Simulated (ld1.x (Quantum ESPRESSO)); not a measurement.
**BP86 TM dataset for sulfur, scalar-relativistic all-electron reference.**

```
Element                 : sulfur
Generator               : ld1.x (Quantum ESPRESSO) 7.5
Type                    : norm-conserving Troullier–Martins (Kleinman–Bylander form)
Functional              : BP86
Relativity              : scalar-relativistic
Frozen core             : [Ne]
Valence charge          : 6
Reference configuration : 3s2 3p2 (charge +2)
Partial waves           : 3s (bound): rc 1.50 bohr; 3p (bound): rc 1.76 bohr; 3d channel at 0.5 Ry: rc 1.76 bohr
Local potential         : all-electron potential smoothed inside 1.20 bohr (lloc = -1)
Core correction         : none
```

Poles of the logarithmic derivatives, all-electron (AE) and pseudo (PS). s: poles at -0.9 (AE) and -1.0, 3.5 (PS) Ry. p: poles at 0.3 (AE) and 0.2 (PS) Ry. d: poles at 1.5 (AE) and 1.5 (PS) Ry. Test radius 1.91 bohr.

* Cutoffs needed: 40 Ry and 60 Ry (the cutoffs (Ry, on a coarse ladder) from which the occupation-weighted sum of valence levels, in a spherical-Bessel basis at the reference potential, stays within 10 and 1 mRy of its value at 400 Ry)
* Ghost test: no extra level below or beside the all-electron valence levels (s, p, d, f tested) (spherical-Bessel basis up to 400 Ry, 20 bohr box)
* Largest excitation error: +146 meV (all-electron minus pseudo) for 3s2 3p0, out of 7 test configurations
